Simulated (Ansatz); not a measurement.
cis-NiCl2(PH3)2 (NiP₂H₆Cl₂) was relaxed with B3LYP-D4 (def2-SVP) in Ansatz in these states: charge +1 doublet, neutral singlet, neutral triplet. The geometries follow in no particular order.

A:

Cartesian coordinates in Å:
```
Ni 0.1702 0.6293 -0.8144
Cl 1.9946 0.8519 -1.9093
Cl -1.2342 1.9592 -1.7286
P -1.2141 0.8372 0.9526
H -0.8904 0.1459 2.1478
H -2.5432 0.4365 0.7066
H -1.3170 2.1773 1.3783
P 1.0715 -1.3641 -0.2707
H 2.3137 -1.2850 0.3916
H 1.3244 -2.1501 -1.4135
H 0.3245 -2.2380 0.5596
```

B:

Cartesian coordinates in Å:
```
Ni 0.792 -0.267 0.476
Cl 1.094 -1.736 2.081
Cl 2.879 0.399 0.309
P 0.561 1.202 -1.109
H -0.705 1.478 -1.715
H 1.318 0.980 -2.281
H 0.943 2.525 -0.796
P -1.254 -0.969 0.693
H -1.839 -0.805 1.968
H -1.466 -2.350 0.482
H -2.324 -0.458 -0.107
```

C:

```xyz
11

Ni    1.1031   -0.0122    0.0822
Cl    1.5716   -0.9933    1.9966
Cl    1.8716    0.9550   -1.7401
P    -0.2444   -1.4995   -1.1496
H    -1.1874   -2.4109   -0.6013
H     0.5294   -2.4202   -1.8976
H    -1.0286   -0.9728   -2.2061
P    -0.3789    1.5065    1.1032
H     0.2957    2.4110    1.9591
H    -1.3224    0.9989    2.0310
H    -1.2098    2.4375    0.4227
```

**Question.** Judge from the bond lengths which geometry belongs to which state (an estimate).

**Answer.** A is the charge +1 doublet (Ni1–P8 2.254 Å, Ni1–P4 2.254 Å, Ni1–Cl2 2.139 Å); B is the neutral singlet (Ni1–P8 2.174 Å, Ni1–P4 2.174 Å, Ni1–Cl2 2.196 Å); C is the neutral triplet (Ni1–P8 2.355 Å, Ni1–P4 2.355 Å, Ni1–Cl2 2.202 Å).

The name describes the singlet; other states may take another shape.
